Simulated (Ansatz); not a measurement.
Reaction (ligand exchange at the Si–Cl bond): `CO[Si](F)(S)Cl` + H–F → `CO[Si](F)(F)S` + HCl

Calculated with Ansatz (gas phase, PBE0-D4/def2-TZVP geometries, no zero-point term in ΔE). CCSD(T)/CBS adds triple-zeta CCSD(T) − MP2 to the extrapolated MP2 energy (def2 sets, frozen cores). This one scheme is used for every species. DFT in def2-TZVPP. One conformer a species, not always the lowest.

```
         level  ΔE (kcal/mol)
       PBE0-D4           -9.7
        B2PLYP          -13.1
           PBE          -10.6
CCSD/CBS(def2)          -12.0
```

(1) What does CCSD(T)/CBS give? (An estimate is asked.)

Largest T1 diagnostic among the species: 0.012.

Answers

(1) Ansatz gave: -11.1 kcal/mol. The listed levels differ from it by 1.4, -2.0, 0.5, -0.9 kcal/mol.

In def2-TZVPP, CCSD(T) changes the Hartree–Fock value by +3.8 kcal/mol (the triples alone add +0.9 kcal/mol) and MP2 by +5.7 kcal/mol. The D4 term adds +2.2 kcal/mol with B3LYP and +1.2 kcal/mol with PBE0; it sums over pairs of atoms, weighted by their polarisabilities, and B3LYP, whose exchange is more repulsive, gets the larger term.

B3LYP here is the variant with VWN-RPA as its local correlation; programs differ in this.
